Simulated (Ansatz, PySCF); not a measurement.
Gas-phase reaction (SMILES): CO[Si](N)(OC)OC + Cl (HCl) -> CO[Si](Cl)(OC)OC [chloro(trimethoxy)silane] + N (NH3); hydrogen chloride cleaves one Si-N bond, a model of a ligand-exchange step.

Geometries: B3LYP-D3(BJ)/def2-TZVP minima from Ansatz (an electronic-structure program), one conformer each, not searched for the lowest. Cores are frozen in the correlated levels unless marked. No spin-orbit coupling. No relativistic terms. Basis-set limits of correlation are two-point, X^-3; Hartree-Fock from the larger set. [CCSD(T)-MP2]/basis is that difference in the basis named. Thermal terms are rigid-rotor harmonic-oscillator values from B3LYP-D3(BJ) frequencies (Ansatz or PySCF) at 298.15 K and 1 atm. 1 Eh = 627.5095 kcal/mol.

| species | E, RI-MP2/CBS(cc-pV(T+d)Z,cc-pV(Q+d)Z)+[CCSD(T)-MP2]/cc-pV(T+d)Z (Ansatz) (Eh) | E, B3LYP-D3(BJ)/def2-TZVPD (Ansatz + dftd3) (Eh) | H - E (Eh) |
|---|---|---|---|
| CO[Si](N)(OC)OC | -690.23005 | -691.24975 | 0.16809 |
| Cl (HCl) | -460.37804 | -460.83744 | 0.01000 |
| CO[Si](Cl)(OC)OC | -1094.11907 | -1095.51684 | 0.14346 |
| N (NH3) | -56.50668 | -56.58902 | 0.03799 |

Q: Work out ΔE and ΔH at 298.15 K at the first level, then ΔH at the second.

A: 
1. ΔE = [(-1094.11907) + (-56.50668)] - [(-690.23005) + (-460.37804)] = -0.01766 Eh = -11.1 kcal/mol at RI-MP2/CBS(cc-pV(T+d)Z,cc-pV(Q+d)Z)+[CCSD(T)-MP2]/cc-pV(T+d)Z.
2. The terms H - E add up to 0.00336 Eh, so ΔH = (-0.01766 + (0.00336))×627.5095 = -9.0 kcal/mol.
3. At B3LYP-D3(BJ)/def2-TZVPD the same steps give ΔE = -11.7 and ΔH = -9.6 kcal/mol, a shift of -0.6 from the first level.
4. These values are not checked against measurement here, since the tables used lack a sound gas-phase enthalpy of formation for at least one species.
